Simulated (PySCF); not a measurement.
## Silicon: a sound run and one with changed settings

Sound run: Si⁺ [Ne] 3s2 3p1, Si²⁺ [Ne] 3s2. All numbers are calculated (PySCF 2.14, the non-relativistic Hamiltonian (point nucleus), in def2-SVP (4s3p1d, 18 functions)). In the sound run the correlated levels freeze [Ne]. The sound run starts from symmetry-adapted Hartree-Fock orbitals and uses a fine grid where one is needed.

Changed run: scalar relativity by spin-free X2C-1e. This setting is unsound on purpose.

| species | method | sound run (hartree) | changed run (hartree) | converged |
| --- | --- | --- | --- | --- |
| Si⁺ | UHF | -288.47217 | -289.01782 | yes |
| Si⁺ | B3LYP | -288.99596 | -289.54129 | yes |
| Si⁺ | PBE0 | -288.85012 | -289.39550 | yes |
| Si⁺ | MP2 | -288.50739 | -289.05305 | yes |
| Si⁺ | CCSD(T) | -288.52584 | -289.07145 | yes |
| Si²⁺ | UHF | -287.89144 | -288.43698 | yes |
| Si²⁺ | B3LYP | -288.39267 | -288.93789 | yes |
| Si²⁺ | PBE0 | -288.24643 | -288.79170 | yes |
| Si²⁺ | MP2 | -287.92077 | -288.46631 | yes |
| Si²⁺ | CCSD(T) | -287.93504 | -288.48052 | yes |

Ionisation energy of Si⁺:

```json
{"method": "UHF", "sound run (eV)": "15.803", "changed run (eV)": "15.805"}
{"method": "B3LYP", "sound run (eV)": "16.416", "changed run (eV)": "16.419"}
{"method": "PBE0", "sound run (eV)": "16.427", "changed run (eV)": "16.430"}
{"method": "MP2", "sound run (eV)": "15.963", "changed run (eV)": "15.966"}
{"method": "SCS-MP2", "sound run (eV)": "15.944", "changed run (eV)": "15.948"}
{"method": "CCSD", "sound run (eV)": "16.058", "changed run (eV)": "16.062"}
{"method": "CCSD(T)", "sound run (eV)": "16.076", "changed run (eV)": "16.080"}
```

Most of the change in total energy is the relativistic energy itself. On top of that the contraction fixes the core shape for the Hamiltonian it was made with, so the changed run is not a good calculation with the other Hamiltonian either.

For comparison, NIST gives 16.346 eV between the lowest levels.
